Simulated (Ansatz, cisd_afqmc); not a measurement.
System: GaH₂I, charge 0, singlet. GaH2I (SMILES [GaH2][I]).
B3LYP-D3(BJ)/def2-TZVP minimum from Ansatz (a quantum-chemistry and plane-wave program):
```xyz
4

Ga    -0.8223    -1.2746     0.2180
H     -0.2614    -2.2716     1.2772
H     -2.1119    -1.4070    -0.6481
I      0.5258     0.8149    -0.1394
```

Total energies in def2-SVP, 12 correlated electrons, 23 frozen orbitals. Radicals and triplets start from unrestricted determinants; spin-orbit coupling is neglected. Correlated methods leave the cores frozen (noble-gas shells, and filled d and f shells in the p block). Past Kr the def2 sets carry scalar-relativistic core potentials. AFQMC/CISD: phaseless, guided by CISD from CCSD amplitudes; bars are statistical, one sigma. Outlying blocks are dropped, and bars are widened where a walk drifts. Over all cases where full CI ran beside it in this data, AFQMC minus full CI had a median of +0.1 mEh and passed +0.4 mEh in a tenth of the cases. Spin-orbit terms, left out, reach several kcal/mol for Br and I, and more for heavier atoms.

```
method         program          energy (Eh)  minus CCSDTQ (mEh)
----------  ----------  -------------------  ------------------
HF              Ansatz          -2220.85990              192.99
MP2             Ansatz          -2221.02260               30.30
CCSD            Ansatz          -2221.04807                4.82
CCSD(T)         Ansatz          -2221.05199                0.91
CCSDT(Q)        Ansatz          -2221.05290                0.00
CCSDTQ          Ansatz          -2221.05290                0.00
AFQMC/CISD  cisd_afqmc  -2221.0526 ± 0.0002           0.3 ± 0.2
```

Rough core times of Ansatz's runs on a shared machine: CCSD(T) under 20 s, CCSDT(Q) 30 s, CCSDTQ 10 min.
